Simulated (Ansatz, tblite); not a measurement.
Adding an electron: the cluster Nb2S2⁺ (the lowest doublet isomer of a short search). Charge 1, multiplicity 2. Geometry: PBE-D4/def2-SVP. Ansatz, gas phase; energy differences of separate SCF runs; the reduced species is a triplet (the singlet lies 0.00 eV higher at PBE0-D4/def2-TZVP).

Cartesian coordinates in Å:
```
Nb -0.380 1.193 -0.210
Nb -0.451 -1.080 -0.493
S 1.546 0.071 -0.962
S -0.716 -0.183 1.666
```

In the def2 sets Nb takes a core potential; there is no spin–orbit coupling. The xTB rows come from tblite. HOMO above LUMO, or a gap near zero within one spin, warns that the state may not be the lowest or that an electron is smeared out. The order of the spin states hangs on the level: the singlet lies 0.14 eV below the triplet at PBE-D4/def2-TZVP, but 0.02 eV above it at r2SCAN-D4/def2-TZVP. The singlet is doubtful at r2SCAN-D4/def2-TZVP (restricted singlet with a triplet 0.02 eV lower at the same geometry). The structure comes from a short search, and lower isomers may exist.

(1) Estimate orbital energies and vertical electron affinities at: GFN1-xTB; GFN2-xTB; PBE-D4/def2-TZVP; r2SCAN-D4/def2-TZVP; PBE0-D4/def2-TZVP.

Answers

(1) 
| level | −HOMO (eV) | −LUMO (eV) | vertical EA (eV) | HOMO–LUMO gap (eV) | remarks |
| --- | --- | --- | --- | --- | --- |
| GFN1-xTB | – | – | 11.41 | – | – |
| GFN2-xTB | – | – | 12.76 | – | – |
| PBE-D4/def2-TZVP | 9.31 | 8.46 | 6.01 | 0.84 | gap within one spin near zero (triplet) |
| r2SCAN-D4/def2-TZVP | 9.47 | 8.22 | 6.07 | 1.26 | – |
| PBE0-D4/def2-TZVP | 10.21 | 7.51 | 6.08 | 2.70 | – |

  HOMO and LUMO are the levels of the spin that leaves or enters (xTB has no such levels and no spin-polarisation term). Other spin states of the ions may lie lower, which would lower the ionisation energy or raise the affinity. Raw xTB energy differences between charge states are shifted by several eV; the methods need an empirical correction for them.
